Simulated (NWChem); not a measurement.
System: AlSiH₅O₂; SMILES [OH][Al]([OH])[SiH3]

```xyz
9

Al    -0.0004     0.5556     0.0060
O     -1.5202     1.3591    -0.0010
H     -1.6697     2.3167    -0.0169
O      1.5241     1.3498    -0.0010
H      1.6811     2.3061    -0.0175
Si    -0.0025    -1.8750     0.0002
H      1.1479    -2.4288     0.8008
H      0.1311    -2.4089    -1.4049
H     -1.2812    -2.4283     0.5736
```
Atoms are numbered in this order, from 1.

Results from NWChem. Medium grid unless said otherwise, to which SCAN and Minnesota functionals are sensitive. The geometry was optimised at PBE-D3(BJ)/def2-SVP. Hybrids' shares of exact exchange are those that their runs print; pure functionals count as 0. The functionals differ in more than this share.

```
row              share of exact exchange  orbital gap (eV)
---------------  -----------------------  ----------------
PBE/def2-SVP                        0.00              5.58
revPBE/def2-SVP                     0.00              5.62
TPSSh/def2-SVP                      0.10              6.60
B3LYP/def2-SVP                      0.20              7.07
B3PW91/def2-SVP                     0.20              7.14
M06-2X/def2-SVP                     0.54          withheld
```

**Question.** Fit a straight line of the last column on the one before it, predict the withheld value, and compare with the run.

**Answer.** 
1. Means of the 5 shown rows: x = 0.100, y = 6.402. Slope Σ(x − x̄)(y − ȳ)/Σ(x − x̄)² = 0.3010/0.04000 = 7.525; intercept 5.649.
2. The shown rows scatter about the line by 0.102 (root mean square); the largest residual is +0.20, at TPSSh/def2-SVP.
3. At x = 0.54 (M06-2X/def2-SVP; beyond the shown range) the line gives 9.71.
4. The run gives 9.17, -0.54 from the line, 5.3 times the scatter.
